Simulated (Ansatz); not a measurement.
Reaction (cleavage of the Si–Si bond): `O[SiH](O)[SiH2][SiH3]` + `N[SiH](O)Cl` → `O[SiH](O)N[SiH](O)Cl` + disilane

Isolated molecules relaxed with PBE0-D4/def2-TZVP in Ansatz; ΔE leaves out vibrations. CCSD(T)/CBS is the MP2 limit (def2-TZVPP, def2-QZVPP) plus CCSD(T) − MP2 in def2-TZVPP, frozen cores. DFT in def2-TZVPP. One conformer a species, not always the lowest.

```
             level  ΔE (kJ/mol)
            PBE-D4        -72.2
SCS-MP2/def2-TZVPP        -99.1
SCS-MP2/def2-QZVPP        -97.9
      HF/CBS(def2)       -105.0
```

(1) What does CCSD(T)/CBS give? (Estimate.)

Largest T1 diagnostic among the species: 0.013.

## Answers

(1) The calculation gave: -92.1 kJ/mol. The listed levels differ from it by 19.9, -7.0, -5.8, -12.9 kJ/mol.

In def2-TZVPP, CCSD(T) changes the Hartree–Fock value by +9.3 kJ/mol (the triples alone add +1.2 kJ/mol) and MP2 by +5.2 kJ/mol. The D4 term adds −4.9 kJ/mol with B3LYP and −2.6 kJ/mol with PBE0; it sums over pairs of atoms, weighted by their polarisabilities, and B3LYP, whose exchange is more repulsive, gets the larger term. From PBE to PBE0 (25 % exact exchange), in def2-TZVPP and without D4, ΔE moves by −8.5 kJ/mol.

B3LYP here is the variant with VWN-RPA as its local correlation; programs differ in this.
